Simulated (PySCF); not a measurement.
Isomers of C6H13N, one GFN2-xTB conformer each. Single-point energies are computed at PBE0/pcSseg-1 (PySCF, gas phase, no added dispersion term), electronic only.

**Question.** Rank them by PBE0/pcSseg-1 energy, lowest first (kcal/mol).
A. `[CH2:1]=[C:2]([CH3:3])[C@H:4]([CH3:5])[NH:6][CH3:7]` with C1–C2–C4–C5 -112°, C2–C4–N6–C7 -71°
B. `[CH2:1]=[CH:2][CH2:3][CH2:4][N:5]([CH3:6])[CH3:7]` with C1–C2–C3–C4 119°, C2–C3–C4–N5 -177°, C3–C4–N5–C6 -63°

**Answer.** A (0.0), B (10.4).

As drawn, the lower has an N–H bond, which the higher lacks. GFN2-xTB itself gives, in the same order: 0.0, 2.4. Both levels put the same isomer lowest.

**Question.** Which frontier levels, dipoles and rotational constants go with these structures?

**Answer.** 
```
          SMILES  HOMO (eV, PBE0/pcSseg-1)  LUMO (eV)  dipole (D)     A, B, C (MHz)
C=C(C)[C@H](C)NC                     -6.47       0.61        0.98  2946, 2189, 1775
      C=CCCN(C)C                     -5.89       0.49        0.56  5891, 1236, 1133
```
